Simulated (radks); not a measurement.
Question: The mean radii <r> (bohr) of the occupied orbitals of an atom or ion are listed with their occupations. Method: scalar-relativistic Kohn-Sham, PBE, spin-polarised, spherical densities, finite nucleus; Fermi nuclear charge, rms radius of each element as measured or else 0.836 A^(1/3) + 0.57 fm; computed with a radial shooting solver on a logarithmic mesh with Libxc functionals.

| orbital | occ. | <r> |
|---|---|---|
| 1s down | 1 | 0.01774 |
| 1s up | 1 | 0.01774 |
| 2s up | 1 | 0.07491 |
| 2s down | 1 | 0.07491 |
| 2p up | 3 | 0.06728 |
| 2p down | 3 | 0.06728 |
| 3s up | 1 | 0.1939 |
| 3s down | 1 | 0.1939 |
| 3p up | 3 | 0.1945 |
| 3p down | 3 | 0.1945 |
| 3d up | 5 | 0.1762 |
| 3d down | 5 | 0.1762 |
| 4s up | 1 | 0.4319 |
| 4s down | 1 | 0.4319 |
| 4p up | 3 | 0.4594 |
| 4p down | 3 | 0.4594 |
| 4d up | 5 | 0.4890 |
| 4d down | 5 | 0.4889 |
| 5s up | 1 | 1.010 |
| 5s down | 1 | 1.006 |
| 4f up | 7 | 0.5579 |
| 5p up | 3 | 1.178 |
| 4f down | 7 | 0.5559 |
| 5p down | 3 | 1.172 |
| 5d up | 5 | 1.801 |
| 5d down | 2 | 1.841 |

Name the element and its charge. Open shells, if any, are filled with parallel spins first.

Answer: Z = 76, osmium, charge +1: Os+ in [Xe] 4f14 5d7. The 1s radius gives Z: for a bare nucleus <r> = (2 gamma + 1)/(2Z) with gamma = sqrt(1 - (Z/c)^2), 0.01753 bohr for Z = 76, and screening makes it slightly larger (0.01774 here). The occupations add up to 75, and the charge is Z minus that.
